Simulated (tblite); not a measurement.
Isomers of C5H8F2O2Si. Computed with GFN2-xTB (tblite): harmonic, unscaled wavenumbers at the GFN2-xTB geometry, gas phase. This tight-binding method is rough: wavenumbers can miss measured ones by several per cent, in bad cases by 10 to 20. Modes of hydrogen on silicon can be 10 to 20 % off. One conformer each.

Electronic energies: GFN2-xTB at the same geometries; isomer energies are rough at this level and their order can be wrong.

```tsv
SMILES	electronic energy, lowest = 0 (kcal/mol)
O=CO[C@@H]1[C@H](F)C[SiH2][C@@H]1F	62.3
CCC(=O)/C(=C/F)O[SiH2]F	0.3
CC(=O)/C=C(\O[SiH3])C(F)F	36.5
C=C(CC(=O)O[SiH3])C(F)F	30.7
CCC(=O)/C(=C\F)O[SiH2]F	0.0
O=CO[C@@H]1[C@@H](F)C[SiH2][C@@H]1F	60.5
O=C([SiH3])O[C@@]1(F)C[C@@H]1CF	72.6
```

Question: How do GFN2-xTB zero-point energies change the relative energies?

Answer: 
```
                             SMILES  ZPE (kcal/mol)  of it from modes above 1550 cm⁻¹  electronic (kcal/mol)  with ZPE, lowest = 0 (kcal/mol)  lowest mode (cm⁻¹)  rings
            CCC(=O)/C(=C\F)O[SiH2]F            77.1                              37.7                    0.0                              0.2                  47      0
            CCC(=O)/C(=C/F)O[SiH2]F            76.5                              37.7                    0.3                              0.0                  40      0
            C=C(CC(=O)O[SiH3])C(F)F            74.5                              36.5                   30.7                             28.4                  18      0
          CC(=O)/C=C(\O[SiH3])C(F)F            74.7                              36.2                   36.5                             34.4                  22      0
O=CO[C@@H]1[C@@H](F)C[SiH2][C@@H]1F            77.3                              34.4                   60.5                             61.0                  25      1
 O=CO[C@@H]1[C@H](F)C[SiH2][C@@H]1F            77.4                              34.4                   62.3                             62.9                  29      1
    O=C([SiH3])O[C@@]1(F)C[C@@H]1CF            74.5                              34.2                   72.6                             70.3                  37      1
```

The zero-point energies span 2.9 kcal/mol, from `C=C(CC(=O)O[SiH3])C(F)F` to `O=CO[C@@H]1[C@H](F)C[SiH2][C@@H]1F`. With it `CCC(=O)/C(=C/F)O[SiH2]F` becomes the lowest.

Question: What do entropy and thermal enthalpy add at 298.15 K and 1 bar (rigid rotor, harmonic oscillator, one conformer each)?

Answer: 
```
                             SMILES  point group  symmetry number  S (cal/(mol K))  H − H(0) (kcal/mol)  ZPE + H − H(0) − TS (kcal/mol)
            CCC(=O)/C(=C\F)O[SiH2]F           C1                1            107.8                 8.01                            52.9
O=CO[C@@H]1[C@@H](F)C[SiH2][C@@H]1F           C1                1            103.4                 7.27                            53.8
 O=CO[C@@H]1[C@H](F)C[SiH2][C@@H]1F           C1                1            102.9                 7.26                            53.9
    O=C([SiH3])O[C@@]1(F)C[C@@H]1CF           C1                1            110.9                 8.06                            49.5
```

Not tabulated: `CCC(=O)/C(=C/F)O[SiH2]F` (point group not settled); `C=C(CC(=O)O[SiH3])C(F)F` (lowest mode only 18 cm⁻¹); `CC(=O)/C=C(\O[SiH3])C(F)F` (lowest mode only 22 cm⁻¹).
